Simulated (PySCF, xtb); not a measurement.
pentafluorosilicate (F5Si), SMILES F[Si-](F)(F)(F)F, charge -1.

xtb 6.7.1 with GFN2-xTB at its own geometry gives an orbital gap of 9.19 eV.

Coordinates come from a B3LYP-D3(BJ)/def2-SVPD optimisation.

Problem. What does PySCF with r2SCAN/def2-SVPD give? (Estimate from the structure and the level; the computed values follow.)

Solution. gap 8.32 eV (levels -3.75 and 4.57 eV).
